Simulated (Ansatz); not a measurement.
Species: C5H8, SMILES `CC1(C)C=C1` (charge 0, multiplicity 1).

Q: Give a relaxed geometry from B3LYP-D3(BJ)/def2-TZVP run with Ansatz (a program for electronic structure).

A: the end point of this relaxation (outside a Z-matrix the atoms follow the SMILES, hydrogens last).
Cartesian coordinates (Å) in one orientation:
```xyz
13

C     -0.238     1.307    -0.606
C      0.106    -0.032     0.026
C     -1.111    -0.906     0.273
C      1.308    -0.148     0.926
C      1.442    -0.668    -0.248
H     -0.737     1.168    -1.570
H     -0.921     1.877     0.032
H      0.656     1.908    -0.769
H     -1.638    -1.118    -0.662
H     -1.822    -0.409     0.940
H     -0.829    -1.857     0.727
H      1.728     0.070     1.892
H      2.056    -1.192    -0.960
```
